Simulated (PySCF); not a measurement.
Isomers of C6H14BP.

All values: PBE0/pcSseg-1 (PySCF) at PBE0-D3(BJ)/def2-SVP geometries, gas phase, one conformer each.

(1) Rank by HOMO energy, lowest first.
A. `[BH3-:1][P@@H+:2]([CH3:3])[C:4]1=[CH:5][CH2:6][CH2:7][CH2:8]1` with B1–P2–C4–C5 0°, C4–C5–C6–C7 13°, C5–C6–C7–C8 -21°, C6–C7–C8–C4 21°, P2–C4–C8–C7 169°
B. `[BH3-:1][P@H+:2]1[CH2:3][CH2:4][C:5]([CH3:6])=[C:7]1[CH3:8]` with B1–P2–C3–C4 145°, P2–C3–C4–C5 -22°, C3–C4–C5–C6 -165°, B1–P2–C7–C5 -137°
C. `[BH3-][P@+]12CC[C@H](CC1)C2`

(2) Rank by LUMO energy, lowest first.
A. `[C@H]12CC[P@@+](C2)(CC1)[BH3-]`
B. `[BH3-:1][P@@H+:2]([CH3:3])[C:4]1=[CH:5][CH2:6][CH2:7][CH2:8]1` with B1–P2–C4–C5 0°, C4–C5–C6–C7 13°, C5–C6–C7–C8 -21°, C6–C7–C8–C4 21°, P2–C4–C8–C7 169°
C. `[BH3-:1][P@H+:2]1[CH2:3][CH2:4][C:5]([CH3:6])=[C:7]1[CH3:8]` with B1–P2–C3–C4 145°, P2–C3–C4–C5 -22°, C3–C4–C5–C6 -165°, B1–P2–C7–C5 -137°
D. `[P+]1(C=C1)([BH3-])C(C)(C)C`

Answers

(1) C (-7.96 eV), A (-7.55 eV), B (-7.26 eV).

(2) D (-1.04 eV), B (-0.61 eV), C (-0.42 eV), A (0.57 eV).

All values together:

| SMILES | μ (D) | HOMO (eV) | LUMO (eV) | lowest IAO charge (e) | highest IAO charge (e) | lowest Hirshfeld charge (e) | highest Hirshfeld charge (e) |
| --- | --- | --- | --- | --- | --- | --- | --- |
| [BH3-][P@+]12CC[C@H](CC1)C2 | 5.57 | -7.96 | 0.57 | -0.680 (B) | +1.041 (P) | -0.165 (B) | +0.369 (P) |
| [BH3-][P@H+]1CCC(C)=C1C | 5.79 | -7.26 | -0.42 | -0.674 (B) | +0.907 (P) | -0.164 (B) | +0.337 (P) |
| [BH3-][P@@H+](C)C1=CCCC1 | 5.28 | -7.55 | -0.61 | -0.673 (B) | +0.930 (P) | -0.164 (B) | +0.345 (P) |
| [BH3-][P+]1(C(C)(C)C)C=C1 | 5.22 | -7.63 | -1.04 | -0.678 (B) | +0.993 (P) | -0.161 (B) | +0.340 (P) |

Conformers: `[BH3-:1][P@H+:2]1[CH2:3][CH2:4][C:5]([CH3:6])=[C:7]1[CH3:8]` with B1–P2–C3–C4 145°, P2–C3–C4–C5 -22°, C3–C4–C5–C6 -165°, B1–P2–C7–C5 -137°; `[BH3-:1][P@@H+:2]([CH3:3])[C:4]1=[CH:5][CH2:6][CH2:7][CH2:8]1` with B1–P2–C4–C5 0°, C4–C5–C6–C7 13°, C5–C6–C7–C8 -21°, C6–C7–C8–C4 21°, P2–C4–C8–C7 169°.
